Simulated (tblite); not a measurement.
C2H5O4S (doublet state).
Geometry (GFN2-xTB, Å), atoms numbered from 1 in this order:
```
atom  x, y, z in Å
C1    -1.4556   -0.6702    0.0972
S2    -0.5711    0.8811    0.2291
O3    -0.0622    1.2681   -1.0668
O4    -1.3324    1.8328    0.9577
O5     0.7328    0.4927    1.0903
C6     1.6967   -0.1494    0.2575
O7     1.5352   -1.3910    0.0445
H8    -1.9133   -0.8613    1.0578
H9    -0.7332   -1.4380   -0.1564
H10   -2.1999   -0.5595   -0.6798
H11    1.6083    0.4341   -0.7301
H12    2.6959    0.1599    0.6375
```

Structure optimised with GFN2-xTB, isolated species. This method treats the open shell by occupation alone, without spin polarisation.

Take the most abundant isotopes and a rigid rotor. The values belong to one conformer with, in the numbering `[CH3:1][S:2](=[O:3])(=[O:4])[O:5][CH2:6][O:7]`, C1–S2–O5–C6 79°, S2–O5–C6–O7 -82°.

Question: What are A, B and C (cm⁻¹)?

Answer: Ia = 123.27, Ib = 268.76, Ic = 291.92 u·Å²; 505379 MHz·u·Å²/I gives 4100, 1880 and 1731 MHz, that is A = 0.13675, B = 0.06272, C = 0.05775 cm⁻¹.

Question: Classify the top.

Answer: An asymmetric top; Ray's κ = -0.874.

Question: Is it planar, by Δ = Ic − Ia − Ib?

Answer: Not planar: Δ = Ic − Ia − Ib = -100.11 u·Å². For a rigid frame Δ = −2 Σ m c², so Σ m c² = 50.06 u·Å² lies off the ab plane: 2.73 from hydrogen and 47.32 from heavier atoms. The atom farthest from that plane is 1.38 Å away.

For this open shell read J as N, the rotation without spin; fine and hyperfine splittings come on top. Its GFN2-xTB frequencies are all real (lowest 114 cm⁻¹). Zero-point vibration and centrifugal distortion are left out.

The numbers are calculated, not measured.
